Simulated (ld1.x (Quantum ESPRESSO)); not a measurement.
**u(r) = r·R(r): atom against pseudo-atom (iron)**

Columns: radius, all-electron u(r) and pseudo u(r) of the 3p shell (level -78.48 eV) of iron in the configuration [Ne] 3s2 3p6 3d6 4s0 4p0; LDA (PZ), scalar-relativistic, TM scheme, ld1.x (Quantum ESPRESSO) 7.5.

| r (bohr) | all-electron | pseudo |
| --- | --- | --- |
| 0.047 | 0.2405 | -0.0119 |
| 0.095 | 0.5208 | -0.0484 |
| 0.142 | 0.6100 | -0.1066 |
| 0.190 | 0.5232 | -0.1871 |
| 0.237 | 0.3261 | -0.2837 |
| 0.285 | 0.0706 | -0.3969 |
| 0.332 | -0.1896 | -0.5174 |
| 0.380 | -0.4378 | -0.6447 |
| 0.427 | -0.6485 | -0.7673 |
| 0.475 | -0.8243 | -0.8836 |
| 0.522 | -0.9567 | -0.9824 |
| 0.570 | -1.0540 | -1.0628 |
| 0.617 | -1.1162 | -1.1184 |
| 0.665 | -1.1507 | -1.1511 |
| 0.712 | -1.1611 | -1.1611 |
| 0.760 | -1.1527 | -1.1527 |
| 0.807 | -1.1299 | -1.1299 |
| 0.855 | -1.0954 | -1.0954 |
| 0.902 | -1.0536 | -1.0536 |
| 0.950 | -1.0054 | -1.0054 |
| 0.997 | -0.9546 | -0.9546 |
| 1.045 | -0.9007 | -0.9007 |
| 1.092 | -0.8473 | -0.8473 |
| 1.140 | -0.7930 | -0.7930 |
| 1.187 | -0.7409 | -0.7409 |
| 1.235 | -0.6892 | -0.6892 |

(1) How many radial nodes do the two functions have?

(2) At about which radius was the pseudo-wave matched?

(3) Is the pseudo-wave norm-conserving?

Answers

(1) The all-electron 3p function has n − l − 1 = 1; the pseudo-wave has 0, since the states of the same l below it are removed with the core.

(2) 0.80 bohr. The columns agree to 0.0005 from 0.67 bohr on; several derivatives are matched, so the curves merge somewhat inside the radius.

(3) Yes: the TM scheme keeps the norm inside the radius equal to the all-electron one, which fixes the energy derivative of the logarithmic derivative at the level.
